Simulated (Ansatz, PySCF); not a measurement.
Gas-phase reaction (SMILES): C[O][Al]([O]C)[O]C + N (NH3) → C[O][Al]([NH2])[O]C + CO (CH4O); ammonia cleaves one Al-O bond, a model of a ligand-exchange step.

Geometries: B3LYP-D3(BJ)/def2-TZVP minima from Ansatz (a first-principles code), one conformer each, not searched for the lowest. Correlated levels leave the core frozen unless marked. No spin-orbit coupling. Non-relativistic. CBS(X,Y): correlation extrapolated as X^-3; Hartree-Fock from the larger set. Thermal terms are rigid-rotor harmonic-oscillator values from B3LYP-D3(BJ) frequencies (Ansatz or PySCF) at 298.15 K and 1 atm. 1 Eh = 627.5095 kcal/mol.

| species | E, CCSD(T)/CBS(cc-pV(T+d)Z,cc-pV(Q+d)Z) (Ansatz) (Eh) | E, wB97M-V/def2-TZVPD (Ansatz) (Eh) | H - E (Eh) |
|---|---|---|---|
| C[O][Al]([O]C)[O]C | -587.21925 | -587.96910 | 0.13855 |
| N (NH3) | -56.50369 | -56.55014 | 0.03799 |
| C[O][Al]([NH2])[O]C | -528.09527 | -528.78499 | 0.12052 |
| CO (CH4O) | -115.60979 | -115.71687 | 0.05533 |

Problem. Work out ΔE and ΔH at 298.15 K at the first level, then ΔH at the second.

Solution. 
1. ΔE = [(-528.09527) + (-115.60979)] - [(-587.21925) + (-56.50369)] = 0.01788 Eh = 11.2 kcal/mol at CCSD(T)/CBS(cc-pV(T+d)Z,cc-pV(Q+d)Z).
2. The terms H - E add up to -0.00069 Eh, so ΔH = (0.01788 + (-0.00069))×627.5095 = 10.8 kcal/mol.
3. At wB97M-V/def2-TZVPD the same steps give ΔE = 10.9 and ΔH = 10.5 kcal/mol, a shift of -0.3 from the first level.
4. These values are not checked against measurement here, since the tables used lack a sound gas-phase enthalpy of formation for at least one species.
